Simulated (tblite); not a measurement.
Species: C5H11GaSi.
Numbering: `[CH3:1][C:2]#[C:3][SiH2:4][C@@H:5]([CH3:6])[GaH2:7]` (hydrogens: H8, H9, H10 on C1; H11, H12 on Si4; H13 on C5; H14, H15, H16 on C6; H17, H18 on Ga7)

Computed with GFN2-xTB (tblite), gas phase: L-BFGS steps from a force-field or distance-geometry start until the largest atomic force falls under 0.01 eV/Å.

Step 23: E = -520.5083 eV
```
atom  x, y, z in Å  |  force x, y, z in eV/Å
C1      3.6244    1.8092   -0.2829   -0.001   0.011  -0.019
C2      2.4786    0.9587   -0.0541    0.008   0.061  -0.032
C3      1.5133    0.2614    0.1323   -0.079  -0.076  -0.003
Si4     0.0988   -0.8894    0.4274    0.030  -0.058   0.126
C5     -1.2288   -0.6465   -0.9209    0.014  -0.019   0.003
C6     -2.1679   -1.8542   -1.0502    0.012   0.012  -0.016
Ga7    -2.3722    0.9629   -0.4258   -0.054   0.051   0.053
H8      3.3177    2.7443   -0.7501   -0.051   0.024   0.022
H9      4.3302    1.3113   -0.9466    0.031  -0.041   0.025
H10     4.1147    2.0304    0.6646    0.022  -0.002  -0.009
H11     0.6008   -2.2802    0.3722   -0.015   0.075   0.004
H12    -0.5077   -0.6238    1.7562    0.049  -0.023  -0.031
H13    -0.7254   -0.4910   -1.8823    0.031  -0.016  -0.040
H14    -2.7032   -2.0412   -0.1132    0.049   0.020  -0.042
H15    -1.6076   -2.7557   -1.3073   -0.058   0.007  -0.027
H16    -2.9160   -1.6818   -1.8320   -0.001   0.000   0.050
H17    -3.9074    1.0255   -0.8718    0.012   0.006  -0.004
H18    -1.9509    2.1664    0.5348    0.000  -0.031  -0.061
```

Step 24: E = -520.5102 eV
```
atom  x, y, z in Å  |  force x, y, z in eV/Å
C1      3.6228    1.8110   -0.2820    0.000   0.005  -0.026
C2      2.4758    0.9613   -0.0548    0.003   0.054  -0.013
C3      1.5127    0.2605    0.1301   -0.075  -0.064  -0.003
Si4     0.1006   -0.8924    0.4310    0.049  -0.030   0.103
C5     -1.2284   -0.6514   -0.9165    0.019   0.013   0.002
C6     -2.1716   -1.8530   -1.0525    0.000   0.005  -0.014
Ga7    -2.3728    0.9585   -0.4269   -0.023   0.089   0.077
H8      3.3169    2.7462   -0.7504   -0.038   0.012   0.030
H9      4.3269    1.3091   -0.9449    0.035  -0.027   0.017
H10     4.1160    2.0310    0.6647    0.000  -0.002  -0.018
H11     0.6126   -2.2777    0.3824   -0.019   0.040  -0.009
H12    -0.4982   -0.6253    1.7606    0.026  -0.016  -0.007
H13    -0.7255   -0.4960   -1.8776    0.049  -0.004  -0.050
H14    -2.7055   -2.0462   -0.1172    0.044   0.006  -0.002
H15    -1.6144   -2.7520   -1.3205   -0.058  -0.029  -0.032
H16    -2.9237   -1.6702   -1.8281    0.004  -0.001   0.028
H17    -3.9049    1.0232   -0.8745   -0.007   0.001  -0.010
H18    -1.9480    2.1697    0.5275   -0.008  -0.049  -0.072
```

Problem. Estimate the geometry and energy of step 25. (The exact step hangs on the optimiser's Hessian estimate; all steps are aligned on step 24, rigid shifts and turns removed.)

Solution. E = -520.5116 eV, largest force 0.105 eV/Å
```
atom  x, y, z in Å  |  force x, y, z in eV/Å
C1      3.6215    1.8125   -0.2818   -0.006  -0.006  -0.025
C2      2.4729    0.9640   -0.0556   -0.014   0.028   0.004
C3      1.5116    0.2595    0.1281   -0.035  -0.027  -0.006
Si4     0.1027   -0.8956    0.4358    0.040   0.007   0.040
C5     -1.2276   -0.6555   -0.9124    0.024   0.039  -0.001
C6     -2.1749   -1.8521   -1.0547    0.000   0.003  -0.006
Ga7    -2.3734    0.9564   -0.4261    0.009   0.079   0.069
H8      3.3157    2.7483   -0.7502   -0.021  -0.002   0.031
H9      4.3249    1.3069   -0.9431    0.026  -0.008   0.011
H10     4.1171    2.0316    0.6645   -0.021  -0.003  -0.026
H11     0.6224   -2.2749    0.3908   -0.012  -0.010  -0.016
H12    -0.4899   -0.6268    1.7643    0.000  -0.008   0.033
H13    -0.7249   -0.5003   -1.8743    0.054   0.005  -0.034
H14    -2.7069   -2.0508   -0.1207    0.037  -0.005   0.033
H15    -1.6216   -2.7496   -1.3325   -0.052  -0.052  -0.035
H16    -2.9302   -1.6603   -1.8245    0.003   0.003   0.006
H17    -3.9025    1.0210   -0.8772   -0.022   0.000  -0.013
H18    -1.9457    2.1721    0.5199   -0.009  -0.044  -0.064
```

The energy changes by -0.0015 eV. The first-order estimate −F·Δx gives -0.0021 eV and the mean of the old and new forces, exact on a quadratic surface, -0.0015 eV. The step makes an angle of 75° with the force vector and moves no atom by more than 0.014 Å.

The cost below is that of the whole relaxation. The run took 1.8 s wall on one thread, Arm Neoverse N1 (aarch64), shared host with 64 logical CPUs at a one-minute load of 58.
